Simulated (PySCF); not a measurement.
Species: C6H12Si.
Geometry (GFN2-xTB, Å), atoms numbered from 1 in this order:
```xyz
19
C6H12Si angstrom
C      2.5730    1.1429   -1.3215
C      1.8980    0.7490   -0.4148
C      1.0816    0.2915    0.6889
C     -0.3494   -0.0880    0.2654
C     -1.0378    1.1432   -0.3221
C     -1.1066   -0.5304    1.5189
Si    -0.3241   -1.5129   -1.0183
H      3.1683    1.4818   -2.1162
H      1.5705   -0.5731    1.1497
H      1.0386    1.0901    1.4398
H     -0.4984    1.5048   -1.1952
H     -2.0583    0.9090   -0.6195
H     -1.0758    1.9507    0.4106
H     -1.1381    0.2736    2.2557
H     -0.6302   -1.3940    1.9803
H     -2.1317   -0.8002    1.2735
H      0.3337   -1.0782   -2.2473
H      0.3869   -2.6543   -0.4363
H     -1.7100   -1.8961   -1.2992
```

Method used: TDDFT PBE0/def2-SVPD, vertical, gas phase, core orbitals frozen in the response in PySCF 2.14.0, density-fitted response routines.

Transition dipole moments from the ground state, in atomic units and in the frame of the coordinates above (overall signs are arbitrary), for the states with f of 0.002 or more among the lowest 8:

```
state  E (hartree)      μx     μy      μz
   S2       0.2525   0.212  0.089  -0.004
   S4       0.2652   0.130  0.134  -0.090
   S5       0.2693  -0.216  0.045   0.056
   S6       0.2786   0.060  0.153   0.009
   S7       0.2864   0.167  0.672   0.361
   S8       0.2881   0.051  0.187  -0.059
```

(1) Work out the oscillator strengths.

(2) Which bond between heavy atoms lies closest to the direction of the S7 transition dipole?

(3) How is the summed strength of these states shared among x, y and z?

(4) What peak molar absorption coefficient would the strongest computed level give as a lone Gaussian band 0.5 eV wide at half height?

Results:

(1) f = (2/3) ΔE |μ|² with ΔE in hartree (27.2114 eV).

```tsv
state	|μ|² (au)	|μ| (D)	f
S2	0.053	0.58	0.009
S4	0.043	0.53	0.008
S5	0.052	0.58	0.009
S6	0.027	0.42	0.005
S7	0.611	1.99	0.117
S8	0.041	0.51	0.008
```

(2) C4–Si7, at 19° from it; next C3–C4 at 57°.

(3) (2/3) Σ ΔE μα² gives 0.025 for x, 0.102 for y and 0.028 for z, 0.155 in all.

(4) ε(max) = 2.175×10⁸ f / FWHM, with the width in cm⁻¹. S7: 2.175×10⁸ × 0.1166 / 4033 ≈ 6300 L mol⁻¹ cm⁻¹.

One conformer stands for the species.
